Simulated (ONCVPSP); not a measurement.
What one change does to a pseudopotential (dysprosium (Dy), ONCV)

Dy, optimised norm-conserving Vanderbilt (ONCV), made with ONCVPSP 4.0.1 (PBE, fully relativistic). Core [Kr] 4d10 4f9, reference 5s2 5p6 5d1 6s1.75 6p0.25. Waves: 5s+6s: rc 1.95 bohr, ncon 4, nbas 8, qcut 6 1/bohr, 2 projectors; 5p+6p: rc 2.55 bohr, ncon 4, nbas 9, qcut 6.6 1/bohr, 2 projectors; 5d: rc 3.65 bohr, ncon 4, nbas 9, qcut 4.8 1/bohr, 2 projectors, debl 3.9 Ha. Local part: polynomial inside 1.80 bohr (lpopt 5, dvloc0 4 Ha). Core correction: polynomial model core, fcfact 0.3.

Open shells are filled in proportion to 2j + 1.

All-electron outer shells of the reference configuration (PBE, scalar-relativistic, ld1.x):

```tsv
shell	level (eV)	outermost node (bohr)	outermost maximum (bohr)
4d	-160.43	0.26	0.53
5s	-53.18	0.63	1.14
5p	-28.86	0.67	1.30
4f	-9.53	–	0.53
6s	-4.47	1.54	3.27
5d	-2.59	0.76	1.91
6p	-1.50	1.86	4.47
```

Change: s: rc 1.64; local potential polynomial inside 1.64 bohr (lpopt 5, dvloc0 4 Ha).

Cutoffs: the cutoffs (Ha) at which the residual kinetic energy of the hardest occupied pseudo-wave falls to 1 and 0.1 mHa per electron; they do not see the model core or the augmentation charge, which bear on the density cutoff. Errors are all-electron minus pseudo energies relative to the spin-unpolarised reference configuration.

Question: How do hardness, ghosts and transferability respond?

Answer: The potential gets harder (13 Ha and 16 Ha → 16 Ha and 36 Ha); the errors of the 4 common tests hardly move; neither file shows a bound ghost. A smaller radius makes the pseudo-wave follow the all-electron one further in, where it bends more sharply, so more plane waves are needed.

| quantity | base | changed |
| --- | --- | --- |
| cutoff, loose | 13 Ha | 16 Ha |
| cutoff, tight | 16 Ha | 36 Ha |
| loose cutoff by channel | s 13 Ha, p 9.3 Ha, d 6.7 Ha | s 16 Ha, p 9.3 Ha, d 6.7 Ha |
| bound ghosts | none | none |
| GHOST(+) flags under 300 eV | d5/2 at 107.7 eV, d3/2 at 108.1 eV | d5/2 at 103.1 eV, d3/2 at 104.0 eV |
| error for 5s2 5p6 5d1 6s2 6p0, meV [ΔE -0.73 eV] | -0.4 | -0.3 |
| error for 5s2 5p6 5d1 6s1 6p0, meV [ΔE 6.11 eV] | -12 | -11 |
| error for 5s2 5p6 5d1 6s0 6p0, meV [ΔE 18.54 eV] | -87 | -85 |
| error for 5s1 5p6 5d1 6s2 6p0, meV [ΔE 57.75 eV] | -615 | -531 |
| p3/2: phases at 2.59 bohr within 0.05 rad from the reference energy up to (Ha; the scan ends near 5) | 4.1 | 3.9 |
| p1/2: phases at 2.59 bohr within 0.05 rad from the reference energy up to (Ha; the scan ends near 5) | 3.9 | 3.8 |
| d5/2: phases at 3.71 bohr within 0.05 rad from the reference energy up to (Ha; the scan ends near 5) | 0.0 | 0.0 |
| d3/2: phases at 3.71 bohr within 0.05 rad from the reference energy up to (Ha; the scan ends near 5) | 0.0 | 0.0 |
| rms error of d²Exc/dni dnj with the model core, mHa | 2.03 | 2.18 |
